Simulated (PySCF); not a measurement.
RuF3, SMILES [F][Ru]([F])[F] (connectivity only; charge and spin as stated), neutral, multiplicity 4.

Coordinates come from a PBE0-D3(BJ)/def2-TZVP optimisation. The multiplicity is an assumed one; other spin states were not compared. The def2 effective core potentials stand for the cores of Ru; spin–orbit coupling is left out.

These are CAM-B3LYP/def2-TZVPD (PySCF) values and carry that method's errors.

The molecule is in vacuum.

### Question
Estimate the frontier levels, dipole moment and polarisability. (An estimate is asked for; the answer gives what the named calculation found.)

### Answer

| Item | Value |
|---|---|
| α spin, highest occupied and lowest empty level | -10.44 and -3.05 eV |
| β spin, highest occupied and lowest empty level | -9.93 and -3.68 eV |
| dipole moment | 2.59 D |
| quadrupole, principal values (traceless, Buckingham form, about the centre of nuclear charge) | -9.09, 0.79, 8.30 D·Å |
| mean static polarisability | 35.5 bohr³ (5.25 Å³) |
| polarisability, principal values | 27.8, 34.8, 43.8 bohr³ |
| ⟨S²⟩ | 3.758 (pure state 3.75) |
